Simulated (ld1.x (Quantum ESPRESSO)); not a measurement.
**An all-electron radial function and its pseudo partner (boron (B))**

Columns: radius, all-electron u(r) and pseudo u(r) of the 2p shell (level -3.72 eV) of boron in the configuration [He] 2s2 2p1; LDA (PZ), non-relativistic, TM scheme, ld1.x (Quantum ESPRESSO) 7.5.

```tsv
r (bohr)	all-electron	pseudo
0.150	0.0551	0.0187
0.300	0.1611	0.0726
0.450	0.2725	0.1551
0.600	0.3720	0.2561
0.750	0.4541	0.3636
0.900	0.5182	0.4654
1.050	0.5653	0.5513
1.200	0.5973	0.6147
1.350	0.6162	0.6536
1.500	0.6243	0.6694
1.650	0.6236	0.6667
1.800	0.6161	0.6511
1.950	0.6032	0.6278
2.100	0.5863	0.6012
2.250	0.5665	0.5740
2.400	0.5446	0.5476
2.550	0.5213	0.5222
2.700	0.4973	0.4974
2.850	0.4728	0.4728
3.000	0.4484	0.4484
3.150	0.4242	0.4242
3.300	0.4004	0.4004
3.450	0.3773	0.3773
3.600	0.3549	0.3549
3.750	0.3333	0.3333
3.900	0.3126	0.3126
```

Q: How many radial nodes do the two functions have?

A: The all-electron 2p function has n − l − 1 = 0; the pseudo-wave has 0.

Q: At about which radius was the pseudo-wave matched?

A: 3.00 bohr. The columns agree to 0.0005 from 2.70 bohr on; several derivatives are matched, so the curves merge somewhat inside the radius.

Q: Where does each function peak?

A: Outermost all-electron maximum near 1.50 bohr, pseudo maximum near 1.50 bohr (to the table’s step).

Q: Is the pseudo-wave norm-conserving?

A: Yes: the TM scheme keeps the norm inside the radius equal to the all-electron one, which fixes the energy derivative of the logarithmic derivative at the level.
